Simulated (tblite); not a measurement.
Species: C5H11NO2Si2.
SMILES with atom numbers: `[CH3:1][O:2]/[CH:3]=[CH:4]\[Si@H:5]([C:6]#[N:7])[CH2:8][O:9][SiH3:10]` (hydrogens: H11, H12, H13 on C1; H14 on C3; H15 on C4; H16 on Si5; H17, H18 on C8; H19, H20, H21 on Si10)

The geometry is computed with GFN2-xTB (gas phase).

Problem. Give the optimised bond lengths and angles.

Solution. 
| bond | length (Å) | order |
| --- | --- | --- |
| C1–O2 | 1.408 | single |
| O2–C3 | 1.352 | single |
| C3=C4 | 1.331 | double |
| C4–Si5 | 1.874 | single |
| Si5–C6 | 1.875 | single |
| C6≡N7 | 1.146 | triple |
| Si5–C8 | 1.911 | single |
| C8–O9 | 1.412 | single |
| O9–Si10 | 1.618 | single |
| C1–H11, C1–H12, C1–H13 | 1.093 | single |
| C3–H14 | 1.088 | single |
| C4–H15 | 1.077 | single |
| Si5–H16 | 1.468 | single |
| C8–H17 | 1.095 | single |
| C8–H18 | 1.094 | single |
| Si10–H19 | 1.454 | single |
| Si10–H20, Si10–H21 | 1.467 | single |

Bonds in one row agree within 0.01 Å and their mean is given. Orders are formal, as drawn. A selection of angles:
| angle | degrees |
| --- | --- |
| O2–C1–H11 | 106.5 |
| O2–C1–H12 | 111.4 |
| H11–C1–H12 | 109.5 |
| C1–O2–C3 | 116.7 |
| O2–C3–C4 | 120.8 |
| O2–C3–H14 | 116.1 |
| C4–C3–H14 | 123.2 |
| C3–C4–Si5 | 121.1 |
| C3–C4–H15 | 118.1 |
| Si5–C4–H15 | 120.8 |
| C4–Si5–C6 | 107.8 |
| C4–Si5–C8 | 112.3 |
| C4–Si5–H16 | 111.9 |
| C6–Si5–C8 | 106.6 |
| C6–Si5–H16 | 107.4 |
| C8–Si5–H16 | 110.6 |
| Si5–C6–N7 | 178.7 |
| Si5–C8–O9 | 105.8 |
| Si5–C8–H17 | 112.4 |
| Si5–C8–H18 | 112.1 |
| O9–C8–H17 | 109.7 |
| O9–C8–H18 | 109.8 |
| H17–C8–H18 | 107.1 |
| C8–O9–Si10 | 128.9 |
| O9–Si10–H19 | 98.9 |
| O9–Si10–H20 | 111.2 |
| H19–Si10–H20 | 113.8 |
| H20–Si10–H21 | 107.8 |

Torsions: C1–O2–C3–C4 -169° (antiperiplanar); O2–C3–C4–Si5 2° (synperiplanar); C3–C4–Si5–C6 56° (synclinal); C4–Si5–C8–O9 -64° (synclinal); Si5–C8–O9–Si10 180° (antiperiplanar).

The 3 C–O bonds span 1.352 Å (O2–C3, drawn single) to 1.412 Å (C8–O9, drawn single), a spread of 0.060 Å. Si10 (oxygen-bound silicon) is distorted tetrahedral (angles from 98.9° to 113.8°). The C–Si distances run from 1.874 Å (C4–Si5, drawn single) to 1.911 Å (Si5–C8, drawn single), a spread of 0.037 Å. Of the pairs four or more bonds apart, H12···H14 is among the closest relative to their van der Waals radii: 2.39 Å, 100 % of the sum of Bondi's values. Si5 (SiH silicon) is tetrahedral (angles from 106.6° to 112.3°).

Point group: C1 (no symmetry element, even within 0.4 Å). Its lowest GFN2-xTB frequency is 11 cm⁻¹, too small to tell a flat minimum from a shallow saddle. The numbers are those of one conformer.
